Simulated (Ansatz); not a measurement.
Coupled-cluster run, CH3F3GeS, SMILES `C[S][Ge]([F])([F])[F]`.

```yaml
crystal:
  periodic: [false, false, false]
  atoms:
    - {symbol: C, position_ang: [-0.093021, -1.230945, 0.966228]}
    - {symbol: S, position_ang: [1.329514, -0.414074, 0.171217]}
    - {symbol: Ge, position_ang: [0.234081, 1.109710, -0.896789]}
    - {symbol: F, position_ang: [-0.922106, 0.480827, -1.993061]}
    - {symbol: F, position_ang: [1.281478, 2.113117, -1.795715]}
    - {symbol: F, position_ang: [-0.688488, 2.131573, 0.122411]}
    - {symbol: H, position_ang: [0.335359, -2.043681, 1.551619]}
    - {symbol: H, position_ang: [-0.772770, -1.645254, 0.224147]}
    - {symbol: H, position_ang: [-0.615648, -0.547574, 1.632743]}
basis:
  gaussian: {orbitals: def2-SVP}
correlation: {method: ccsd_t}
```

```sh
$ ansatz run in.yaml --threads 4 --pin off --events-out ev --progress --plain --max-ram 11315MiB
```

The program prints (abridged):

```
Functional definition: HF
1156 factors; integrals over basis functions are off by at most 7.8e-4 eV
mean field evaluation 1: about -76468.4281 eV, gradient 4.4e1 eV
mean field evaluation 2: about -76468.4786 eV, gradient 4.5e1 eV
mean field evaluation 4: about -76472.2366 eV, gradient 2.9e0 eV
mean field evaluation 8: about -76472.2706 eV, gradient 2.2e-1 eV
mean field evaluation 16: about -76472.1614 eV, gradient 2.9e0 eV
mean field -76472.27083011 eV, -2810.3041182397 hartree, gradient 8.3e-6 eV, S^2 0.000000; 0 other end points of the search recorded, 0 dependent functions left out
18 core orbitals not correlated: weight in the atoms' cores, before any rotation towards them, 1.000 or more for the frozen orbitals, at most 0.000 for the correlated occupied ones
reference -76472.27083011 eV, -2810.3041182397 hartree; 24, 24 occupied and 79, 79 virtual orbitals, 1156 factors
second order -28.63325074 eV of doubles, -0.00000000 eV of singles
cycle   1  -28.43176700 eV  change    2.0e-1 eV  update   1.2e-1
cycle   2  -29.09330548 eV  change   -6.6e-1 eV  update   3.5e-2
cycle   3  -29.25117519 eV  change   -1.6e-1 eV  update   1.8e-2
cycle   4  -29.24230273 eV  change    8.9e-3 eV  update   3.5e-3
cycle   5  -29.23985559 eV  change    2.4e-3 eV  update   1.4e-3
cycle   6  -29.24029728 eV  change   -4.4e-4 eV  update   3.8e-4
cycle   7  -29.24013980 eV  change    1.6e-4 eV  update   1.4e-4
cycle   8  -29.24004950 eV  change    9.0e-5 eV  update   4.0e-5
cycle   9  -29.24005056 eV  change   -1.1e-6 eV  update   1.6e-5
perturbative correction -0.65681583 eV, -0.0241375366 hartree
Total energy: -76502.16769651 eV, -2811.4028078149 hartree
```

It took 12 s on 4 threads of an Arm Neoverse V2 on a shared host, with 0.71 GiB of host memory at the peak.

The correlation energy is -29.897 eV, 2.2 % of it from (T); the T1 diagnostic reads 0.0116.
